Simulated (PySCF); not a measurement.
From one molecule to another.

First species: C4H5F3O2Si.
SMILES: `O=CO[SiH2]CC(F)=C(F)F`

Second species: C₄H₁₃N₃OSi.
InChI=1S/C4H13N3OSi/c1-7(2)4(8)3-9(5)6/h9H,3,5-6H2,1-2H3

Levels: PBE0/pcSseg-1 for HOMO energy, LUMO energy and HOMO–LUMO gap. Geometries: GFN2-xTB. Each species is one conformer at its optimised geometry, gas phase, non-relativistic unless stated; the electronic structure was computed with PySCF and density fitting.

Dipoles, sizes and rotational constants follow the conformer. The torsions of the flexible species, by atom-mapped SMILES:
- `[O:1]=[CH:2][O:3][SiH2:4][CH2:5][C:6]([F:7])=[C:8]([F:9])[F:10]`: O1–C2–O3–Si4 0°, C2–O3–Si4–C5 179°, O3–Si4–C5–C6 -179°, Si4–C5–C6–F7 -63°

The conformers of `CN(C)C(=O)C[SiH](N)N` aren't listed.

Values for the first species:

* HOMO energy: -7.29 eV
* LUMO energy: -0.31 eV
* HOMO–LUMO gap: 6.98 eV

Question: Estimate the same properties for the second species, and the change in each.

Answer: 
```
     property     first    second  second less first
  HOMO energy  -7.29 eV  -6.85 eV           +0.44 eV
  LUMO energy  -0.31 eV   0.83 eV           +1.14 eV
HOMO–LUMO gap   6.98 eV   7.68 eV           +0.70 eV
```

On the second:  GFN2-xTB frequencies show an imaginary mode (37i cm⁻¹), so this geometry is no minimum at that level.
